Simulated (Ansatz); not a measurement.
Species: [Zr(F)(NH2)3] (charge 0, multiplicity 1), formula H6FN3Zr.

**Question.** How many basis functions does frozen-core CCSD(T)/def2-TZVPP // BP86-D3(BJ)/def2-SVP in Ansatz (a quantum-chemistry and plane-wave program) use, how many core orbitals are frozen, and how many electrons are correlated?

**Answer.** 264 basis functions and 4 frozen orbitals, which leaves 40 correlated electrons. Core time is of the order of minutes.
